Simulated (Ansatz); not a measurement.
`[CH3][Mo](=[O])(=[O])[Cl]` and `[O]=[Mo](=[O])([F])[Cl]` differ in one atom or group.

Ansatz, PBE0-D4/def2-TZVP geometries, multiplicity 1. 

Elements past krypton have def2 core potentials.

| property | `[CH3][Mo](=[O])(=[O])[Cl]` |
| --- | --- |
| HOMO–LUMO gap (B3LYP/def2-TZVPP) / eV | 5.58 |
| HOMO–LUMO gap (PBE/def2-TZVPP) / eV | 3.86 |
| size of the dipole moment (ωB97M-V/def2-TZVPP) / D | 2.54 |
| LUMO energy (PBE/def2-TZVPP) / eV | -4.02 |
| size of the dipole moment (B3LYP/def2-TZVPP) / D | 2.58 |
| size of the dipole moment (PBE/def2-TZVPP) / D | 2.39 |

What does the change do to each property? (An estimate is asked.)

The calculation gave: 
| property | `[O]=[Mo](=[O])([F])[Cl]` | shift |
| --- | --- | --- |
| HOMO–LUMO gap (B3LYP/def2-TZVPP) / eV | 5.99 | 0.41 |
| HOMO–LUMO gap (PBE/def2-TZVPP) / eV | 4.18 | 0.32 |
| size of the dipole moment (ωB97M-V/def2-TZVPP) / D | 1.08 | -1.46 |
| LUMO energy (PBE/def2-TZVPP) / eV | -4.17 | -0.15 |
| size of the dipole moment (B3LYP/def2-TZVPP) / D | 1.18 | -1.40 |
| size of the dipole moment (PBE/def2-TZVPP) / D | 1.10 | -1.29 |

With PBE0 the HOMO falls by 0.67 eV and the LUMO falls by 0.23 eV, so the gap widens by about 0.44 eV. PBE moves the HOMO by -0.47 eV and ωB97M-V by -0.68 eV. Dipoles are sizes alone; their direction can turn.

B3LYP here is the variant with VWN-RPA as its local correlation; programs differ in this.
